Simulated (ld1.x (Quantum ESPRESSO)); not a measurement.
What one change does to a pseudopotential (zirconium (Zr), TM)

| Property | Result |
| --- | --- |
| Element | Zr |
| Generator | ld1.x (Quantum ESPRESSO) 7.5 |
| Type | norm-conserving Troullier–Martins (Kleinman–Bylander form) |
| Functional | Wu–Cohen |
| Relativity | scalar-relativistic |
| Frozen core | [Ar] 3d10 4s2 |
| Valence charge | 10 |
| Reference configuration | 4p6 4d2 5s1.75 5p0 (charge +0.25) |
| Partial waves | 5s (bound): rc 2.45 bohr; 4p (bound): rc 1.85 bohr; 4d (bound): rc 2.10 bohr |
| Local potential | the d channel |
| Core correction | Bessel-smoothed model core, default radius (core density twice the valence density) |

Change: wave 4p (bound): rc 1.85 bohr becomes 4p (bound): rc 2.38 bohr.

Cutoffs: the cutoffs (Ry, on a coarse ladder) from which the occupation-weighted sum of valence levels, in a spherical-Bessel basis at the reference potential, stays within 10 and 1 mRy of its value at 400 Ry; they do not see the model core or the augmentation charge, which bear on the density cutoff. Errors are all-electron minus pseudo energies relative to the spin-unpolarised reference configuration.

Problem. How do hardness, ghosts and transferability respond?

Solution. The potential gets softer (35 Ry and 45 Ry → 30 Ry and 40 Ry); both files keep a bound ghost (s); of the 7 tests that both files solve, the error grows in 1 and shrinks in 0 by more than 15 % and 0.3 meV (median size 9.6 → 15.7 meV); the range in which the p phases agree narrows (upper end at the end of the scan → 0.6). A larger radius leaves more room for a smooth pseudo-wave, so fewer plane waves are needed.

```tsv
quantity	base	changed
cutoff, loose	35 Ry	30 Ry
cutoff, tight	45 Ry	40 Ry
bound ghosts	s	s
error for 4p6 4d2 5s2 5p0, meV [ΔE -1.28 eV]	+0.2	+0.2
error for 4p6 4d2 5s1 5p0, meV [ΔE 5.90 eV]	-1.9	-1.9
error for 4p6 4d2 5s0 5p0, meV [ΔE 18.77 eV]	-16	-16
error for 4p6 4d2 5s0 5p2, meV [ΔE 5.02 eV]	-4.7	+26
error for 4p6 4d1 5s0 5p0, meV [ΔE 41.35 eV]	+9.6	+11
error for 4p6 4d3 5s0 5p0, meV [ΔE 6.26 eV]	-43	-43
error for 4p5 4d2 5s2 5p0, meV [ΔE 36.69 eV]	-130	-147
s: phases at 2.66 bohr within 0.05 rad from the reference energy up to (Ry; the scan ends near 5)	0.8	0.8
p: phases at 2.66 bohr within 0.05 rad from the reference energy up to (Ry; the scan ends near 5)	to the end of the scan	0.6
d: phases at 2.66 bohr within 0.05 rad from the reference energy up to (Ry; the scan ends near 5)	2.7	2.7
```

 A true bound ghost makes a file unfit for plane-wave use even where its test errors are small: the radial tests pick states by their node count and pass the ghost by.
